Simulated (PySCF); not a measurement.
# Vertical excitation energies

C3H12BOPSi2.
SMILES: `COBP1[SiH2]CC[SiH2]1`

Method used: PySCF 2.14.0, density-fitted response routines, TDDFT PBE0/def2-SVPD, vertical, gas phase, core orbitals frozen in the response. The structure is a single PBE0-D3(BJ)/def2-SVP conformer in the gas phase; no vibrational or solvent corrections.

```tsv
state	E (eV)	E (kJ/mol)	λ (nm)	f	|μ| (D)	main configurations (H = HOMO, L = LUMO)
S1	4.90	472	253.3	0.019	1.02	H→L (94%)
S2	5.43	524	228.2	0.0070	0.58	H→L+1 (95%)
S3	5.94	573	208.6	0.013	0.75	H-1→L (60%), H-2→L (27%)
S4	6.18	596	200.6	0.011	0.67	H-2→L (40%), H→L+2 (29%), H-1→L (14%)
S5	6.25	603	198.5	0.040	1.31	H→L+3 (45%), H-2→L (22%), H→L+2 (14%)
S6	6.27	605	197.7	0.045	1.38	H→L+2 (46%), H→L+3 (31%)
S7	6.55	632	189.2	0.044	1.33	H→L+4 (70%), H-1→L+1 (12%)
S8	6.69	646	185.2	0.012	0.70	H-3→L (88%)
S9	6.79	655	182.6	0.010	0.63	H→L+5 (69%), H-1→L+1 (14%)
S10	6.87	662	180.6	0.067	1.60	H-1→L+1 (51%), H→L+5 (17%), H→L+6 (9%)
```

Triplets (Tamm–Dancoff): T1 4.21 eV, H→L (94%); T2 5.08 eV, H→L+1 (87%); T3 5.40 eV, H-1→L (80%); T4 5.62 eV, H→L+3 (75%).

The lowest singlet comes at 253 nm (472 kJ/mol) in the ultraviolet; it is weak; its leading configuration is HOMO→LUMO (94%). The strongest level in the table is S10 at 6.87 eV (181 nm, f = 0.067). It is the last of those listed, so stronger ones may follow. Löwdin shares by element: HOMO phosphorus 54%, silicon 14%, boron 12% (atoms not listed hold the other 20%); LUMO boron 29%, phosphorus 19%, oxygen 13%, silicon 12% or more (atoms not listed hold the other 26%). The listed states span 1.97 eV, and the widest gap between neighbours is 0.54 eV (S1 to S2). Weighted by f, the mean energy of these states is 6.36 eV. Orbital energies (eV): HOMO-3 -8.52, HOMO-2 -8.26, HOMO-1 -8.10, HOMO -6.85, LUMO -0.78, LUMO+1 -0.16, LUMO+2 0.46. No computed singlet lies in the visible range (380 to 750 nm); the lowest, at 253 nm, stands 1.63 eV above its violet end (3.26 eV). The vertical ionisation energy (ΔSCF) is 8.50 eV, 1.63 eV above S10. Only the lowest 10 singlets were computed, as vertical energies without vibronic structure.

The run took 4.1 min wall on one thread of an Arm Neoverse N1, no GPU, shared host.
